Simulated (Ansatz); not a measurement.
A run for Ansatz (an electronic-structure program): R-wB97X-V/def2-TZVPPD on HCl (SMILES Cl). Files ending in .json are basis or fitting sets from the Basis Set Exchange.

Ansatz 0.2 input:
```yaml
crystal:
  periodic: [false, false, false]
  atoms:
    - {symbol: Cl, position_ang: [-0.34072141, -1.53255421, -0.63115343]}
    - {symbol: H, position_ang: [-0.27153273, -0.80216449, 0.43500010]}
basis:
  gaussian:
    orbitals: def2-TZVPPD.json
hamiltonian:
  xc: {name: wB97X-V}
scf: {lower_state_search: off}
```

Output:

```
WARN ansatz: RAYON_NUM_THREADS=2 ignored (pool sized by the plan → 2); use --threads N
Functional definition: wB97X-V
these checks for a lower state are left out or cut short: stability, starts, cluster_reference, orbital_swaps, neighbouring_geometries, increment
integrals: 0.01 GiB planned
386 factors; their error is unknown
integrals: 0.05 GiB planned
85 factors; integrals over basis functions are off by at most 5.7e-5 eV
mean field: 0.18 GiB planned
mean field evaluation 1: about -12537.2987 eV, gradient 1.0e1 eV
mean field evaluation 2: about -12537.5407 eV, gradient 6.8e0 eV
mean field evaluation 4: about -12537.6211 eV, gradient 1.8e-1 eV
mean field evaluation 8: about -12537.6439 eV, gradient 2.4e-2 eV
mean field evaluation 16: about -12537.6439 eV, gradient 2.0e-6 eV
mean field -12537.64393369 eV, -460.7499162426 hartree, gradient 2.0e-6 eV, S^2 0.000000; 0 other end points of the search recorded, 0 dependent functions left out
reference -12537.64393140 eV, -460.7499161587 hartree; 9, 9 occupied and 59, 59 virtual orbitals, 386 factors
Total energy: -12537.64393140 eV, -460.7499161587 hartree
Checks for a lower state left out: stability, starts, cluster_reference, orbital_swaps, neighbouring_geometries, increment
```

The run converged.

Cost: roughly 0.8 core-seconds.
